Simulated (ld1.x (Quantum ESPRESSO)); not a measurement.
Reading a pseudo-wave (vanadium (V))

Columns: radius, all-electron u(r) and pseudo u(r) of the 3d shell (level -21.32 eV) of vanadium in the configuration [Ne] 3s2 3p6 3d3 4s0 4p0; PBE, scalar-relativistic, TM scheme, ld1.x (Quantum ESPRESSO) 7.5.

| r (bohr) | all-electron | pseudo |
| --- | --- | --- |
| 0.108 | 0.0492 | 0.0054 |
| 0.215 | 0.2059 | 0.0406 |
| 0.322 | 0.3949 | 0.1250 |
| 0.430 | 0.5642 | 0.2631 |
| 0.538 | 0.6926 | 0.4386 |
| 0.645 | 0.7784 | 0.6206 |
| 0.752 | 0.8267 | 0.7792 |
| 0.860 | 0.8450 | 0.8913 |
| 0.968 | 0.8409 | 0.9455 |
| 1.075 | 0.8214 | 0.9465 |
| 1.182 | 0.7918 | 0.9087 |
| 1.290 | 0.7556 | 0.8478 |
| 1.398 | 0.7156 | 0.7787 |
| 1.505 | 0.6743 | 0.7118 |
| 1.612 | 0.6325 | 0.6513 |
| 1.720 | 0.5908 | 0.5983 |
| 1.828 | 0.5501 | 0.5523 |
| 1.935 | 0.5113 | 0.5117 |
| 2.042 | 0.4742 | 0.4742 |
| 2.150 | 0.4386 | 0.4386 |
| 2.258 | 0.4049 | 0.4049 |
| 2.365 | 0.3735 | 0.3735 |
| 2.472 | 0.3440 | 0.3440 |
| 2.580 | 0.3162 | 0.3162 |
| 2.688 | 0.2901 | 0.2901 |
| 2.795 | 0.2661 | 0.2661 |

(1) How many radial nodes do the two functions have?

(2) At about which radius was the pseudo-wave matched?

(3) Where does each function peak?

(4) Is the pseudo-wave norm-conserving?

## Answers

(1) The all-electron 3d function has n − l − 1 = 0; the pseudo-wave has 0.

(2) 2.15 bohr. The columns agree to 0.0005 from 1.94 bohr on; several derivatives are matched, so the curves merge somewhat inside the radius.

(3) Outermost all-electron maximum near 0.86 bohr, pseudo maximum near 1.07 bohr (to the table’s step).

(4) Yes: the TM scheme keeps the norm inside the radius equal to the all-electron one, which fixes the energy derivative of the logarithmic derivative at the level.
